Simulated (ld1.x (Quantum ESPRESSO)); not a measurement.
What one change does to a pseudopotential (B (Z = 5), PAW)

- Element: B
- Generator: ld1.x (Quantum ESPRESSO) 7.5
- Type: PAW
- Functional: PBEsol
- Relativity: scalar-relativistic
- Frozen core: [He]
- Valence charge: 3
- Reference configuration: 2s2 2p1
- Partial waves: 2s (bound): rcut 1.10, rcutus 1.30 bohr; 2s channel at -0.15 Ry: rcut 1.10, rcutus 1.30 bohr; 2p (bound): rcut 3.85, rcutus 4.15 bohr; 2p channel at 0.15 Ry: rcut 3.85, rcutus 4.15 bohr; 3d channel at -0.05 Ry: rcut 3.75, rcutus 4.40 bohr
- Local potential: all-electron potential smoothed inside 2.30 bohr (lloc = -2)
- Core correction: a·sin(br)/r model core inside 0.65 bohr
- Augmentation charge: PSQ, inside the norm-conserving radii

All-electron outer shells of the reference configuration (PBEsol, scalar-relativistic, ld1.x):

```
shell  level (eV)  outermost node (bohr)  outermost maximum (bohr)
   1s     -179.55                      –                      0.21
   2s       -9.36                   0.46                      1.52
   2p       -3.56                      –                      1.59
```

Change: functional PBE; added wave 3d channel at 0.45 Ry: rcut 3.75, rcutus 4.40 bohr.

Cutoffs: the cutoffs (Ry, on a coarse ladder) from which the occupation-weighted sum of valence levels, in a spherical-Bessel basis at the reference potential, stays within 10 and 1 mRy of its value at 400 Ry; they do not see the model core or the augmentation charge, which bear on the density cutoff. Errors are all-electron minus pseudo energies relative to the spin-unpolarised reference configuration.

Problem. Predict the effect on cutoff, ghosts and configuration errors.

Solution. The potential gets neither clearly harder nor softer (15 Ry and 21 Ry → 15 Ry and 21 Ry); of the 7 tests that both files solve, the error grows in 0 and shrinks in 6 by more than 15 % and 0.3 meV (median size 14.0 → 5.6 meV); neither file shows a bound ghost.

```tsv
quantity	base	changed
cutoff, loose	15 Ry	15 Ry
cutoff, tight	21 Ry	21 Ry
bound ghosts	none	none
error for 2s2 2p0, meV [ΔE 8.14 → 8.22 eV]	+26	+7.9
error for 2s1 2p0, meV [ΔE 33.40 → 33.64 eV]	+16	-2.0
error for 2s2 2p0.5, meV [ΔE 2.86 → 2.89 eV]	+14	+9.2
error for 2s2 2p1.3, meV [ΔE -0.72 → -0.74 eV]	+1.8	+1.1
error for 2s0 2p3, meV [ΔE 11.66 → 11.72 eV]	-5.2	-5.6
error for 2s1 2p1, meV [ΔE 14.26 → 14.36 eV]	+24	+19
error for 2s1 2p2, meV [ΔE 5.82 → 5.85 eV]	+2.5	-1.1
s: phases at 4.76 bohr within 0.05 rad from the reference energy up to (Ry; the scan ends near 5)	4.9	4.9
p: phases at 4.76 bohr within 0.05 rad from the reference energy up to (Ry; the scan ends near 5)	1.1	1.0
d: phases at 4.76 bohr within 0.05 rad from the reference energy up to (Ry; the scan ends near 5)	1.3	1.4
lowest overlap eigenvalue by channel	s 0.29, p 0.18, d 0.85	s 0.31, p 0.18, d 0.92
```
